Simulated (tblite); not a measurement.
Species: C₆H₁₁F₃NP.
Z-matrix (Å and degrees, GFN2-xTB geometry), rows numbered from 1:
```
C 
C   1  1.4839
C   2  1.3276  1  125.37
P   3  1.7887  2  119.92  1   178.96
C   4  1.8493  3  107.61  2   137.64
N   4  1.5486  3  109.67  2    -0.30
C   6  1.4491  4  128.41  3   176.53
C   4  1.9354  3   99.57  2  -122.80
F   8  1.3443  4  111.13  3  -170.93
F   8  1.3439  4  115.27  3   -49.63
F   8  1.3385  4  109.59  3    70.85
H   1  1.0894  2  109.60  3  -121.42
H   1  1.0873  2  111.55  3    -0.38
H   1  1.0894  2  109.88  3   120.95
H   2  1.0824  1  117.30  3   179.96
H   3  1.0833  2  123.25  1     0.00
H   5  1.0895  4  107.83  3   -73.43
H   5  1.0881  4  111.16  3    47.10
H   5  1.0908  4  109.31  3   168.00
H   7  1.0927  6  112.87  4   -55.71
H   7  1.0923  6  112.32  4    67.30
H   7  1.0905  6  106.37  4  -174.44
```

Computed with GFN2-xTB (tblite): harmonic, unscaled wavenumbers at the GFN2-xTB geometry, gas phase. This tight-binding method is rough: wavenumbers can miss measured ones by several per cent, in bad cases by 10 to 20. One conformer, not necessarily the lowest.

Harmonic wavenumbers (cm⁻¹): 32.5, 48.9, 70.2, 98.2, 105.2, 115.1, 131.7, 137.9, 156.2, 175.3, 181.2, 227.1, 240.0, 262.5, 314.1, 329.9, 392.7, 455.8, 465.7, 482.8, 645.5, 674.9, 696.5, 767.9, 822.9, 844.2, 932.5, 981.5, 982.7, 1031.4, 1039.6, 1059.9, 1083.8, 1095.8, 1109.0, 1116.6, 1192.3, 1263.1, 1299.7, 1326.5, 1390.2, 1416.6, 1419.1, 1427.3, 1461.2, 1468.1, 1485.5, 1489.9, 1676.8, 2939.4, 2956.3, 2988.2, 2997.6, 3001.2, 3006.7, 3013.0, 3021.2, 3030.1, 3041.6, 3065.6.

A = 1098, B = 724.6, C = 587.7 MHz; mass 185.058 u (most abundant isotopes); point group C1, symmetry number 1.

Question: What is the zero-point energy?

Answer: ½Σν̃ = 35342 cm⁻¹ = 422.79 kJ/mol.

Question: What is S at 200 K and 1 bar for an ideal gas of classical rigid rotors and harmonic oscillators?

Answer: Translation 165.67, rotation 124.34, vibration 150.98: S = 441.0 J/(mol K).

Question: And Cp and H(200 K) − H(0)?

Answer: Cp = 174.73 J/(mol K), of which vibrations give 141.47 (their classical limit is 60 R = 498.9); H(200 K) − H(0) = 22.57 kJ/mol without the zero-point energy, 15.92 from vibrations.

Question: Blend soft modes into free rotors: weight 1/[1 + (100 cm⁻¹/ν̃)⁴] for the oscillator and the rest for a rotor with moment μB/(μ + B), μ = h/(8π²ν), B = 10⁻⁴⁴ kg m². What vibrational entropy results?

Answer: 139.71 J/(mol K) in place of 150.98, which changes −T·S at 200 K by +2.25 kJ/mol.

Question: What must be added to the electronic energy to get the Gibbs energy at 200 K and 1 bar?

Answer: ZPE + [H(200 K) − H(0)] − T·S = 422.79 + 22.57 − 88.20 = 357.16 kJ/mol.

Question: How do the functions run with temperature in this model?

Answer: 
```
 T (K)  S (J/(mol K))  Cp (J/(mol K))  H − H(0) (kJ/mol)  G − H(0) (kJ/mol)  ln q(vib)
   150          394.3           150.6              14.43             -44.72       6.13
   250          482.5           197.8              31.89             -88.73      10.91
298.15          519.2           219.9              41.94            -112.86      13.05
   400          590.1           264.2              66.64            -169.41      17.29
   600          711.0           332.3             126.72            -299.88      24.84
   900          859.2           397.4             237.01            -536.25      34.77
```

q(vib) and H(0) count from the zero-point level.

Question: Which modes carry the vibrational entropy at 200 K?

Answer: 32.5 cm⁻¹: 20.42; 48.9 cm⁻¹: 17.04; 70.2 cm⁻¹: 14.08; 98.2 cm⁻¹: 11.37; 105.2 cm⁻¹: 10.83; 115.1 cm⁻¹: 10.12 J/(mol K); the other 54 give 67.12 together.

Hindered rotation and anharmonicity are outside this model. Other conformers, if any are populated, would add a mixing term that is left out. The structure is chiral; the term R ln 2 for an equal mix with its mirror image is left out.
